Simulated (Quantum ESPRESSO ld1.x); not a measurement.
Question: The bromine ion Br+, 34 electrons, occupied as [Ar] 3d10 4s2 4p4. Method: scalar-relativistic Kohn-Sham, BLYP, spin-unpolarised, spherical densities, point nucleus; computed with ld1.x of Quantum ESPRESSO 7.5. Some entries of the table are withheld. Estimate them.

orbital,occ.,eigenvalue (eV),<r^2> (bohr^2)
1s,2,(1),0.002461
2s,2,-1744.64,0.04236
2p,6,-1540.37,(2)
3s,2,(3),0.3501
3p,6,-184.449,0.3730
3d,10,-77.7813,0.4321
4s,2,-30.2781,3.038
4p,4,(4),4.490

Answer: 
(1) 1s eigenvalue (eV): -13332.6
(2) 2p <r^2> (bohr^2): 0.03350
(3) 3s eigenvalue (eV): -248.916
(4) 4p eigenvalue (eV): -17.3176
